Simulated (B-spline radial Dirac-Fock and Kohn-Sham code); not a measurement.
# Binding energies of Ge²⁺ at several levels of theory

System: the Ge²⁺ ion, configuration 1s2 2s2 2p6 3s2 3p6 3d9 4s2 4p1 (an excited configuration).

The density-functional columns are spherical, spin-unpolarised Dirac-Kohn-Sham results without Breit or QED terms: −ε is minus the orbital energy of the initial state and ΔSCF the difference of two total energies. The reference in the last column comes from ΔSCF Dirac-Fock with Breit, self-energy and vacuum polarisation, finite nucleus, configuration average. All numbers are from an atomic code on a B-spline grid, in eV; a selection of levels is shown. The Kohn-Sham columns are given as differences from the reference. For the 1s level of heavy atoms much of the gap between ΔSCF and the reference is the Breit and QED part, -22.4 eV here; for other levels the error of the functional can be larger.

| level | LDA −ε − DF | LDA ΔSCF − DF | Dirac-Fock |
| --- | --- | --- | --- |
| K (1s) | -177.9 | +20.3 | 11148.7 |
| L1 (2s) | -61.2 | -28.4 | 1464.1 |
| L2 (2p1/2) | -42.2 | -2.3 | 1295.1 |
| L3 (2p3/2) | -42.8 | -3.9 | 1263.9 |
| M1 (3s) | -28.0 | -15.2 | 227.4 |
| M2 (3p1/2) | -20.3 | -7.6 | 170.1 |
| M3 (3p3/2) | -20.3 | -7.7 | 165.7 |
| M4,5 (3d) | -9.7 | +2.3 | 70.03 |
| N1 (4s) | -3.3 | +2.5 | 36.20 |
| N2,3 (4p) | -4.3 | +0.7 | 26.90 |

Values without a named source are computed, but for edge energies of neutral atoms, which are taken from tables.
